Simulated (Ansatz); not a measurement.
Geometry optimisation, DFT PBE-D3(BJ), scalar-relativistic, plane waves, PAW in Ansatz 0.2.0.

input.yaml

```yaml
accuracy: low
crystal:
  lattice:
    - [-3.65, -6.321985, 0.0]
    - [5.475, -3.160993, 0.0]
    - [0.0, 0.0, 11.4683]
  atoms:
    - { symbol: "Y", position: [0.75, 0.5, 0.0] }
    - { symbol: "Y", position: [0.5, 0.3333333, 0.25] }
    - { symbol: "Y", position: [0.75, 0.5, 0.5] }
    - { symbol: "Y", position: [0.5, 0.3333333, 0.75] }
    - { symbol: "Y", position: [0.5, 0.0, 0.0] }
    - { symbol: "Y", position: [0.25, 0.8333333, 0.25] }
    - { symbol: "Y", position: [0.5, 0.0, 0.5] }
    - { symbol: "Y", position: [0.25, 0.8333333, 0.75] }
    - { symbol: "Y", position: [0.25, 0.5, 0.0] }
    - { symbol: "Y", position: [0.0, 0.3333333, 0.25] }
    - { symbol: "Y", position: [0.25, 0.5, 0.5] }
    - { symbol: "Y", position: [0.0, 0.3333333, 0.75] }
    - { symbol: "Y", position: [0.0, 0.0, 0.0] }
    - { symbol: "Y", position: [0.75, 0.8333333, 0.25] }
    - { symbol: "Y", position: [0.0, 0.0, 0.5] }
    - { symbol: "Y", position: [0.75, 0.8333333, 0.75] }
    - { symbol: C, position: [0.2477613, 0.1666293, 0.6244529] }
basis:
  ecutwfc: 420.0
kpoints:
  mp_grid: { grid: [2, 2, 1] }
hamiltonian:
  xc: pbe
  dispersion: d3bj
scf:
  occupations: { method: fermi_dirac, width: 0.1 }
  lower_state_search: "off"
relax:
  f_tol: 0.08
  max_steps: 25
  adjacent_minimum: "off"
```

Command:

```bash
$ ansatz run input.yaml --threads 2 --pin off --max-ram 5120MiB --backend cpu --events-out ev --progress --plain --runs-dir out
```

Question: Where does it end, and by what steps?

Answer: The run converged. The threshold is loose, so the end isn't yet a minimum. The force dipped under the threshold on the way, but the program's further checks kept it going. Limits of this set-up: coarse k mesh, low accuracy level. After 5 steps the energy has fallen by 0.332 eV; Y11 moved furthest, 0.11 Å.

| step | energy less start (eV) | largest force component (eV/Å) | accepted |
| --- | --- | --- | --- |
| 0 | 0.0000 | 0.761 | yes |
| 1 | -0.2053 | 0.672 | yes |
| 2 | -0.3323 | 0.073 | yes |
| 3 | -0.3323 | 0.072 | yes |
| 4 | -0.3286 | 0.152 | no |
| 5 | -0.3323 | 0.072 | yes |

```xyz
17
Lattice="-3.6500 -6.3220 0.0000 5.4750 -3.1610 0.0000 0.0000 0.0000 11.4683" Properties=species:S:1:pos:R:3
Y 0.010 -6.328 0.030
Y -0.012 -4.225 2.839
Y 0.048 -6.347 5.702
Y -0.022 -4.141 8.544
Y -1.828 -3.176 0.027
Y 3.646 -4.214 2.824
Y -1.748 -3.142 5.792
Y 3.748 -4.269 8.585
Y 1.828 -3.164 0.042
Y 1.830 -1.039 2.837
Y 1.727 -3.103 5.750
Y 1.750 -1.072 8.544
Y 0.010 0.012 0.029
Y 1.815 -7.370 2.837
Y 0.022 -0.076 5.792
Y 1.780 -7.347 8.633
C 0.006 -2.097 7.164
```

Whether the end is a true minimum wasn't checked by a vibrational analysis.

Time of the run: 15 s on 2 threads of AMD EPYC 9R45 96-Core Processor (Zen 5), with other jobs on the host, peak memory 1.1 GiB.
